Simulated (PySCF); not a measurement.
Electron correlation in N (nitrogen, neutral)

[He] 2s2 2p3, high-spin 4S determinant. All numbers are calculated (PySCF 2.14, scalar relativity by spin-free X2C-1e, in ANO-RCC-VTZP). Frozen: 1s2; 5 electrons correlated.

```tsv
level	correlation energy (mhartree)
CCSD	-113.33
(T)	-2.51
CCSD(T)	-115.84
CCSDT	-116.23
```

Diagnostics: T1 = 0.0063, D1 = 0.0132, largest double amplitude 0.039.

Cost of the coupled-cluster step: about 0.3 core-seconds, for 5 correlated electrons.

Iterations:

```
CC2 = 0
CCSD nocc = (np.int64(4), np.int64(1)), nmo = (29, 29)
frozen orbitals [[0], [0]]
max_cycle = 100
direct = 0
conv_tol = 1e-08
conv_tol_normt = 1e-06
diis_space = 8
diis_start_cycle = 0
Init t2, MP2 energy = -0.0970507425026918
Init E_corr(UCCSD) = -0.097050742543855
cycle = 1  E_corr(UCCSD) = -0.109668939294019  dE = -0.0126181968  norm(t1,t2) = 0.0305531
cycle = 2  E_corr(UCCSD) = -0.112112476244436  dE = -0.00244353695  norm(t1,t2) = 0.0111706
cycle = 3  E_corr(UCCSD) = -0.113380562359956  dE = -0.00126808612  norm(t1,t2) = 0.00512767
cycle = 4  E_corr(UCCSD) = -0.113316285926164  dE = 6.42764338e-05  norm(t1,t2) = 0.000935481
cycle = 5  E_corr(UCCSD) = -0.113329766735673  dE = -1.34808095e-05  norm(t1,t2) = 0.000246377
cycle = 6  E_corr(UCCSD) = -0.113329830060937  dE = -6.33252643e-08  norm(t1,t2) = 3.43738e-05
cycle = 7  E_corr(UCCSD) = -0.113330056961821  dE = -2.26900883e-07  norm(t1,t2) = 5.38858e-06
cycle = 8  E_corr(UCCSD) = -0.113330003009546  dE = 5.39522743e-08  norm(t1,t2) = 8.78954e-07
cycle = 9  E_corr(UCCSD) = -0.113330000529936  dE = 2.47961003e-09  norm(t1,t2) = 1.85993e-07
UCCSD converged
E(UCCSD) = -54.54688633108831  E_corr = -0.1133300005299363
UCCSD(T) correction = -0.00250657022128192
```
